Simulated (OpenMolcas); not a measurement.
# C³⁺: CASPT2 settings compared

```
Program             : OpenMolcas
Basis               : ANO-RCC-VDZ [3s2p]
Scalar Hamiltonian  : DKH3, point nucleus
Active space        : 1 electron in 4 orbitals (2s 2p)
State averaging     : 2S+1 = 2 even, 1 root; 2S+1 = 2 odd, 3 roots
Spin-orbit coupling : state interaction with AMFI integrals over the reference wave functions, term energies averaged over their components
```

Methods on the same reference wave functions:
A. CASSCF
B. SS-CASPT2, IPEA 0.6 Eh, imaginary shift 0.3 Eh (closed shells correlated: 1s)
C. SS-CASPT2, IPEA 0.15 Eh, sigma2 regulariser 0.15 Eh (closed shells correlated: 1s)

Energies in eV above 2s 2S 1/2, the measured ground level; measured values from Moore, Selected Tables of Atomic Spectra, NSRDS-NBS 3, section 3.

| Level | A | B | C | Measured |
| --- | --- | --- | --- | --- |
| 2s 2S 1/2 | 0.0000 | 0.0000 | 0.0000 | 0.0000 |
| 2p 2P* 1/2 | 8.0440 | 8.044 | 8.044 | 7.9950 |
| 2p 2P* 3/2 | 8.0551 | 8.055 | 8.055 | 8.0084 |

Deviations, from unrounded energies. A percentage is the sum of absolute deviations over the sum of measured energies, with the sign that they share, or ± where signs differ.

```json
{"Against measurement": "mean absolute deviation (cm-1)", "Levels": "2", "A": "390", "B": "390", "C": "390"}
{"Against measurement": "other configurations (%)", "Levels": "2", "A": "+0.6", "B": "+0.6", "C": "+0.6"}
```

A, B, C lie about equally close to measurement. The largest miss of A in the table is 2p 2P* 1/2, by +400 cm-1. The ranking rests on the paired levels alone, and a cruder setting can come out closer through cancelling errors.

Between B and C no level of the table moves by more than 5 cm-1.

The lowest spin-free term lies below A's lowest term by 0.001 hartree in B, 0.001 hartree in C.

The basis is small and was not contracted for so high a charge. With one active electron the reference holds no correlation, so core polarisation is missing (holds for A). With one active electron, CASPT2 adds the correlation within the correlated inactive shells and between them and that electron, and leaves the splitting within a term as the reference gives it (holds for B; C). Measured partners are found by configuration, term and J. A level has none where our copy of the source lacks it or the pairing is in doubt (some pairs that miss far off the trend of their configuration count as doubtful), and it then counts in no deviation. Levels of configurations outside the active space are missing.

* marks odd parity.
